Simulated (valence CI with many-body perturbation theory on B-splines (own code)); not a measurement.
Results of a calculation; reference values are marked as such.
**Energy levels of Se29+**

Method: configuration interaction combined with many-body perturbation theory (CI+MBPT): three valence electrons over a frozen Dirac-Fock core [He], radial functions for each j: 11 s, 11 p, 10 d, 8 f, 5 g, 2 h, with the one-electron correlation potential Σ1, the two-electron term Σ2, the three-electron term Σ3, Breit, model QED; selected CI, second order for the rest, scaled by the run's own slope (own B-spline code, finite nucleus).

The last digits are not significant, and no measured levels were compared; by estimate large intervals hold to a few tenths of a per cent, small ones and those within an open d or f shell to about a per cent.

Levels 1 to 45 of 211, with energies above the lowest level, (2s^2 2p1/2) J=1/2. "Leading %" is the weight of the configuration and term that name the level; weights of strongly mixed levels are sums over their largest components and can fall short. In the jj column 3d3/2^4 stands for four electrons in 3d with j = 3/2.

```tsv
No.	Configuration	Term	J	E (Ry)	Leading %	g	Leading jj	Second component
1	2s2 2p	2P°	1/2	0.00	99	0.657	2s^2 2p1/2 (99 %)	
2	2s2 2p	2P°	3/2	3.50	98	1.327	2s^2 2p3/2 (98 %)	
3	2s 2p2	4P	1/2	5.78	86	2.528	2s 2p1/2^2 (80 %)	12 % 2s 2p2 2S
4	2s 2p2	4P	3/2	7.90	98	1.709	2s 2p1/2 2p3/2 (96 %)	
5	2s 2p2	4P	5/2	9.02	76	1.495	2s 2p1/2 2p3/2 (82 %)	24 % 2s 2p2 2D
6	2s 2p2	2D	3/2	11.44	85	0.878	2s 2p1/2 2p3/2 (92 %)	15 % 2s 2p2 2P
7	2s 2p2	2P	1/2	12.21	72	1.097	2s 2p1/2 2p3/2 (76 %)	18 % 2s 2p2 2S
8	2s 2p2	2D	5/2	12.94	76	1.291	2s 2p3/2^2 (82 %)	24 % 2s 2p2 4P
9	2s 2p2	2S	1/2	15.95	70	1.691	2s 2p3/2^2 (91 %)	25 % 2s 2p2 2P
10	2s 2p2	2P	3/2	16.06	84	1.260	2s 2p3/2^2 (89 %)	14 % 2s 2p2 2D
11	2p3	4S°	3/2	18.42	57	1.625	2p1/2^2 2p3/2 (86 %)	27 % 2p3 2P°
12	2p3	2D°	3/2	21.08	60	1.234	2p1/2 2p3/2^2 (90 %)	34 % 2p3 4S°
13	2p3	2D°	5/2	21.87	100	1.193	2p1/2 2p3/2^2 (100 %)	
14	2p3	2P°	1/2	23.60	99	0.657	2p1/2 2p3/2^2 (99 %)	
15	2p3	2P°	3/2	26.13	65	1.256	2p3/2^3 (95 %)	25 % 2p3 2D°
16	2s2 3s	2S	1/2	135.78	96	1.999	2s^2 3s (96 %)	
17	2s2 3p	2P°	1/2	138.07	93	0.667	2s^2 3p1/2 (93 %)	
18	2s2 3p	2P°	3/2	139.05	92	1.336	2s^2 3p3/2 (92 %)	
19	2s 2p 3s	4P°	1/2	140.30	92	2.526	2s 2p1/2 3s (97 %)	5 % 2s 2p 3s 2P°
20	2s 2p 3s	4P°	3/2	140.94	80	1.651	2s 2p1/2 3s (85 %)	16 % 2s 2p 3s 2P°
21	2s2 3d	2D	3/2	141.09	96	0.797	2s^2 3d3/2 (96 %)	
22	2s2 3d	2D	5/2	141.39	96	1.198	2s^2 3d5/2 (96 %)	
23	2s 2p 3s	2P°	1/2	141.72	93	0.736	2s 2p1/2 3s (90 %)	
24	2s 2p 3p	4D	1/2	142.27	75	0.211	2s 2p1/2 3p1/2 (98 %)	20 % 2s 2p 3p 2P
25	2s 2p 3p	4D	3/2	142.86	62	1.208	2s 2p1/2 3p1/2 (86 %)	20 % 2s 2p 3p 2P
26	2s 2p 3p	4P	3/2	143.70	26	1.455	2s 2p1/2 3p3/2 (95 %)	21 % 2s 2p 3p 4S
27	2s 2p 3s	4P°	5/2	143.71	98	1.594	2s 2p3/2 3s (98 %)	
28	2s 2p 3p	4P	1/2	143.86	62	2.118	2s 2p1/2 3p1/2 (87 %)	19 % 2s 2p 3p 2S
29	2s 2p 3p	2P	1/2	144.14	51	1.167	2s 2p1/2 3p3/2 (84 %)	21 % 2s 2p 3p 4P
30	2s 2p 3p	4D	5/2	144.20	73	1.378	2s 2p1/2 3p3/2 (84 %)	14 % 2s 2p 3p 4P
31	2s 2p 3p	2D	3/2	144.53	54	1.233	2s 2p1/2 3p3/2 (89 %)	21 % 2s 2p 3p 4S
32	2s 2p 3s	2P°	3/2	144.58	85	1.375	2s 2p3/2 3s (96 %)	12 % 2s 2p 3s 4P°
33	2s 2p 3d	4F°	3/2	145.10	81	0.504	2s 2p1/2 3d3/2 (97 %)	9 % 2s 2p 3d 2D°
34	2s 2p 3d	4F°	5/2	145.54	74	1.089	2s 2p1/2 3d3/2 (50 %)	17 % 2s 2p 3d 4D°
35	2s 2p 3d	4P°	5/2	146.02	44	1.373	2s 2p1/2 3d5/2 (68 %)	24 % 2s 2p 3d 2D°
36	2s 2p 3d	4F°	7/2	146.24	62	1.271	2s 2p1/2 3d5/2 (85 %)	26 % 2s 2p 3d 4D°
37	2s 2p 3d	4D°	3/2	146.24	51	1.307	2s 2p1/2 3d3/2 (58 %)	28 % 2s 2p 3d 4P°
38	2s 2p 3p	4P	3/2	146.28	51	1.576	2s 2p3/2 3p1/2 (95 %)	19 % 2s 2p 3p 2P
39	2s 2p 3d	4D°	1/2	146.28	76	0.302	2s 2p1/2 3d3/2 (86 %)	15 % 2s 2p 3d 2P°
40	2s 2p 3p	4P	5/2	146.47	42	1.400	2s 2p3/2 3p1/2 (90 %)	36 % 2s 2p 3p 2D
41	2s 2p 3p	4D	7/2	146.79	100	1.424	2s 2p3/2 3p3/2 (100 %)	
42	2s 2p 3d	2D°	3/2	146.85	42	1.029	2s 2p1/2 3d5/2 (45 %)	29 % 2s 2p 3d 2P°
43	2s 2p 3p	2P	3/2	147.02	42	1.539	2s 2p3/2 3p3/2 (94 %)	38 % 2s 2p 3p 4S
44	2s 2p 3d	2F°	5/2	147.03	64	1.028	2s 2p1/2 3d5/2 (76 %)	13 % 2s 2p 3d 2D°
45	2s 2p 3s	2P°	1/2	147.09	95	0.714	2s 2p3/2 3s (88 %)
```

The ionisation energy to 2s2 1S_0 of the next ion comes out as 3302.8 eV (NIST: 3301.8 ± 2.1 eV (semi-empirical)). All 211 levels together are meant to be complete up to 198.69 Ry.
